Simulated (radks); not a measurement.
The numbers below are computed, except where a source is named.
Spherical quantum dot in the effective-mass picture: electrons in a hard-walled sphere of radius 10.2, all in effective atomic units (hartree* = m*/eps^2 hartree, bohr* = eps/m* bohr), one dielectric constant everywhere. Level of theory: non-relativistic Kohn-Sham, LDA (Slater exchange, Perdew-Wang correlation), spin-polarised, spherical densities (a radial shooting solver with Libxc functionals). Levels are named by radial order and angular momentum (1s, 1p, 1d, 2s, ...), and open shells are averaged over m.

N = 20, configuration 1s2 1p6 1d10 1f(up 2, down 0). This is the lowest configuration that the search found (a dilute case). Occupied and some empty levels:

level,occupation,eigenvalue (hartree*),<r> (bohr*)
1s up,1,2.3337,7.693
1s down,1,2.3409,7.681
1p up,3,2.3521,7.758
1p down,3,2.3594,7.749
1d up,5,2.3876,7.845
1d down,5,2.3950,7.839
1f up,2,2.4390,7.938
1f down,0,2.4465,7.933
1g up,0,2.5053,8.028
1g down,0,2.5129,8.025
2s up,0,2.6006,4.833
2s down,0,2.6028,4.811
2p up,0,2.6633,5.518
2p down,0,2.6662,5.503
2d up,0,2.7473,5.970
2d down,0,2.7508,5.958

Energy (hartree*): total 24.6755, kinetic 4.1652, external 0, Hartree 23.961, exchange-correlation -3.4505.
